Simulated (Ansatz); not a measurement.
TiAl5⁻: single points at one geometry.

```yaml
crystal:
  periodic: [false, false, false]
  atoms:
    - {symbol: Ti, position_ang: [0.718176, 0.715153, 1.300173]}
    - {symbol: Al, position_ang: [-1.347176, 0.721000, -0.272062]}
    - {symbol: Al, position_ang: [-1.003511, -1.922197, -0.838409]}
    - {symbol: Al, position_ang: [-0.095071, -1.751179, 1.563909]}
    - {symbol: Al, position_ang: [0.661610, 2.404814, -0.639278]}
    - {symbol: Al, position_ang: [1.065962, -0.167591, -1.114323]}
basis:
  gaussian: {orbitals: STO-3G}
total_charge: -1
hamiltonian: {xc: hf}
scf: {omitted_lower_state_checks: [starts]}
output: {orbitals: {seedname: orbitals}}
```

```sh
$ ansatz run in.yaml --threads 4 --pin off --events-out ev --progress --plain --max-ram 4787MiB
```

Shortened log:

```
Functional definition: HF
706 factors; integrals over basis functions are off by at most 1.1e-4 eV
mean field evaluation 1: about -55348.0093 eV, gradient 2.3e1 eV
mean field evaluation 2: about -55348.0573 eV, gradient 2.3e1 eV
mean field evaluation 4: about -55350.4592 eV, gradient 3.3e0 eV
mean field evaluation 8: about -55351.1499 eV, gradient 8.3e-1 eV
mean field evaluation 16: about -55351.2284 eV, gradient 3.6e-5 eV
mean field -55351.22838123 eV, -2034.1201246002 hartree, gradient 3.6e-5 eV, S^2 0.000000; 0 other end points of the search recorded, 0 dependent functions left out
reference -55351.22838123 eV, -2034.1201246002 hartree; 44, 44 occupied and 19, 19 virtual orbitals, 706 factors
Total energy: -55351.22838123 eV, -2034.1201246002 hartree
Checks for a lower state left out: starts
```

It took 0.55 s on 4 threads of Arm Neoverse V1 on a shared host.

Geometry: PBE-D4/def2-SVPD.

The restricted singlet is unstable towards broken spin symmetry at other levels; at HF/STO-3G this wasn't settled. The highest occupied level of the charge -1 singlet lies above zero (up to 5.60 eV). In Hartree–Fock with STO-3G the lack of diffuse functions raises the level. No other spin state of charge -1 was run. The geometry of the singlet was relaxed on an unsound state (restricted singlet, unstable towards broken spin symmetry at other levels and untested here). The structure comes from a short search, and lower isomers may exist.
